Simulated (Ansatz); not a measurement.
A nudged elastic band was laid between two geometries of BH$_{6}$SbSi (9 atoms, charge 0, multiplicity 1).

Method: RKS B3LYP/def2-SVP in Ansatz.

```yaml
movable_images: 7
climbing_image: yes
spring: 5.0 eV/Å²
optimiser: quadratic models (default)
start_path: through a guess of the saddle point
force_threshold: 0.05 eV/Å
iteration_limit: 31
end_points: relaxed
```

First end point:

```xyz
9
Properties=species:S:1:pos:R:3
B -1.039 0.521 -0.576
Si 0.919 0.645 -0.509
Sb 0.606 -0.903 1.624
H -1.573 -0.390 -1.158
H -1.706 1.316 0.037
H 1.587 1.902 -0.066
H 1.783 -0.088 -1.476
H 0.536 -2.312 0.636
H -1.112 -0.692 1.487
```

Last end point:

```xyz
9
Properties=species:S:1:pos:R:3
B -1.039 0.569 -0.527
Si 0.921 0.516 -0.639
Sb 0.611 -1.620 0.907
H -1.691 -0.054 -1.327
H -1.586 1.146 0.377
H 1.771 1.489 0.101
H 1.601 0.079 -1.890
H 0.521 -0.629 2.314
H -1.108 -1.496 0.683
```

(1) What changes between the two ends?

(2) Give the energies along the band, and the barrier.

(3) What is the geometry of the highest image?

(4) What are the harmonic wavenumbers there?

The band took 24 iterations and roughly 21 core-minutes.

Results:

(1) No bond is made or broken. The height of Sb3 over the plane of its neighbours goes from -1.10 to 1.10 Å. The two ends are copies of one structure, up to a mirror image or an exchange of like atoms. The height can change sign by an inversion or by a turn that exchanges like atoms.

(2) The forces met the threshold. The highest image is number 2 of 0 to 8, 0.96 eV above the ends, which have the same energy within 2 meV. A vibrational analysis at the climbing image gives one clearly imaginary mode, 347i cm⁻¹: a first-order saddle point.

```json
{"image": "0", "path coordinate (Å)": "0.00", "energy (eV)": "0.00", "height of Sb3 over the plane of its neighbours (Å)": "-1.10"}
{"image": "1", "path coordinate (Å)": "1.23", "energy (eV)": "0.01", "height of Sb3 over the plane of its neighbours (Å)": "-1.07"}
{"image": "2", "path coordinate (Å)": "2.47", "energy (eV)": "0.96", "height of Sb3 over the plane of its neighbours (Å)": "0.04"}
{"image": "3", "path coordinate (Å)": "3.60", "energy (eV)": "0.27", "height of Sb3 over the plane of its neighbours (Å)": "1.02"}
{"image": "4", "path coordinate (Å)": "4.73", "energy (eV)": "0.15", "height of Sb3 over the plane of its neighbours (Å)": "1.14"}
{"image": "5", "path coordinate (Å)": "5.86", "energy (eV)": "0.12", "height of Sb3 over the plane of its neighbours (Å)": "1.10"}
{"image": "6", "path coordinate (Å)": "7.00", "energy (eV)": "0.10", "height of Sb3 over the plane of its neighbours (Å)": "1.09"}
{"image": "7", "path coordinate (Å)": "8.13", "energy (eV)": "0.06", "height of Sb3 over the plane of its neighbours (Å)": "1.09"}
{"image": "8", "path coordinate (Å)": "9.26", "energy (eV)": "0.00", "height of Sb3 over the plane of its neighbours (Å)": "1.10"}
```

(3) 
```xyz
9
Properties=species:S:1:pos:R:3
B -1.011 0.339 -0.625
Si 0.927 0.857 -0.703
Sb 0.087 -0.918 1.023
H -1.409 -0.367 -1.520
H -1.742 1.156 -0.117
H 1.558 1.975 0.059
H 1.972 0.206 -1.548
H 0.042 -2.594 0.821
H -0.425 -0.654 2.610
```

(4) 347i, 210, 272, 292, 333, 346, 522, 570, 650, 668, 765, 782, 823, 961, 1078, 2002, 2036, 2207, 2226, 2534, 2637 cm⁻¹.

Time of the run: 22 min on 1 thread of AMD EPYC (Zen 3), on a shared host, peak memory 0.21 GiB.
